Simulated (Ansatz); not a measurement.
The first iterations of a band of BClH$_{6}$Si$_{2}$ (10 atoms, charge 0, multiplicity 1).

Computed with RKS B3LYP/STO-3G in Ansatz 0.2.0.

- movable images: 7
- climbing image: yes
- spring: 5.0 eV/Å²
- optimiser: quadratic models (default)
- start path: IDPP
- force threshold: 0.05 eV/Å
- iteration limit: 60
- end points: relaxed

First end point:

```xyz
10
Properties=species:S:1:pos:R:3
Si -1.594 0.541 -0.617
B 0.009 -0.584 -0.442
Si 1.481 -0.199 0.806
Cl 3.045 -1.628 0.728
H -2.773 -0.256 -0.352
H -1.605 1.677 0.276
H -1.685 1.032 -1.976
H 0.085 -1.536 -1.125
H 2.097 1.083 0.523
H 1.023 -0.181 2.182
```

Last end point:

```xyz
10
Properties=species:S:1:pos:R:3
Si -1.508 0.415 -0.790
B -0.363 -0.584 0.455
Si 1.572 -0.313 0.693
Cl 2.339 1.236 -0.536
H -2.886 -0.018 -0.760
H -1.465 1.823 -0.460
H -1.010 0.259 -2.139
H -0.826 -1.425 1.134
H 1.903 0.060 2.055
H 2.327 -1.503 0.351
```

| iteration | highest image above the first end (eV) | largest band force component (eV/Å) |
| --- | --- | --- |
| 1 | 0.447 | 1.881 |
| 2 | 0.164 | 0.639 |

Q: Does the band converge within its limit, and where does its top end?

A: The run converged. It ended after 7 iterations with the highest image 0.054 eV above the first end. A vibrational analysis at the climbing image gives one clearly imaginary mode, 44i cm⁻¹: a first-order saddle point. Limits of this set-up: minimal basis.

Time of the run: 100 s on 1 thread of Arm Neoverse V1 (shared host), peak memory 0.1 GiB.
